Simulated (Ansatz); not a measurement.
Coupled-cluster run, CH₆FNOSi (`NC(O)[SiH2]F`).

```yaml
crystal:
  periodic: [false, false, false]
  atoms:
    - {symbol: N, position_ang: [-0.240407, 1.442925, -0.209178]}
    - {symbol: C, position_ang: [-0.279121, 0.036846, -0.552188]}
    - {symbol: O, position_ang: [0.619159, -0.231255, -1.608487]}
    - {symbol: Si, position_ang: [0.200955, -1.096893, 0.888227]}
    - {symbol: F, position_ang: [1.424345, -0.383878, 1.646941]}
    - {symbol: H, position_ang: [0.504117, 1.672759, 0.437407]}
    - {symbol: H, position_ang: [-1.119213, 1.780002, 0.156856]}
    - {symbol: H, position_ang: [-1.314728, -0.182576, -0.858388]}
    - {symbol: H, position_ang: [0.561200, 0.523214, -2.207369]}
    - {symbol: H, position_ang: [0.638883, -2.450691, 0.475934]}
    - {symbol: H, position_ang: [-0.929790, -1.167453, 1.850844]}
basis:
  gaussian: {orbitals: def2-TZVPP}
correlation: {method: ccsd_t}
output: {orbitals: {seedname: orbitals}}
```

```sh
$ ansatz run in.yaml --threads 4 --pin off --events-out ev --progress --plain --max-ram 10444MiB
```

The program prints (abridged):

```
Functional definition: HF
1503 factors; integrals over basis functions are off by at most 1.0e-3 eV
mean field evaluation 1: about -15212.6648 eV, gradient 4.6e1 eV
mean field evaluation 2: about -15212.9345 eV, gradient 4.6e1 eV
mean field evaluation 4: about -15217.2456 eV, gradient 3.9e0 eV
mean field evaluation 8: about -15217.3070 eV, gradient 2.9e-1 eV
mean field -15217.30728677 eV, -559.2257281273 hartree, gradient 2.4e-6 eV, S^2 0.000000; 0 other end points of the search recorded, 0 dependent functions left out
9 core orbitals not correlated: weight in the atoms' cores, before any rotation towards them, 1.000 or more for the frozen orbitals, at most 0.000 for the correlated occupied ones
reference -15217.30728677 eV, -559.2257281273 hartree; 16, 16 occupied and 225, 225 virtual orbitals, 1503 factors
second order -27.17848316 eV of doubles, -0.00000000 eV of singles
cycle   1  -27.33421051 eV  change   -1.6e-1 eV  update   1.1e-1
cycle   2  -27.93880268 eV  change   -6.0e-1 eV  update   3.0e-2
cycle   3  -28.07733778 eV  change   -1.4e-1 eV  update   1.5e-2
cycle   4  -28.06257268 eV  change    1.5e-2 eV  update   3.4e-3
cycle   5  -28.06147849 eV  change    1.1e-3 eV  update   1.6e-3
cycle   6  -28.06247197 eV  change   -9.9e-4 eV  update   5.5e-4
cycle   7  -28.06217564 eV  change    3.0e-4 eV  update   2.3e-4
cycle   8  -28.06205138 eV  change    1.2e-4 eV  update   7.3e-5
cycle   9  -28.06207976 eV  change   -2.8e-5 eV  update   2.9e-5
perturbative correction -0.98171895 eV, -0.0360775060 hartree
Total energy: -15246.35108547 eV, -560.2930680432 hartree
```

Run time 79 s (4 threads of an Intel Xeon on a shared host); peak host memory 5.6 GiB.

Correlation energy per correlated electron: -0.908 eV. T1 diagnostic: 0.0115.
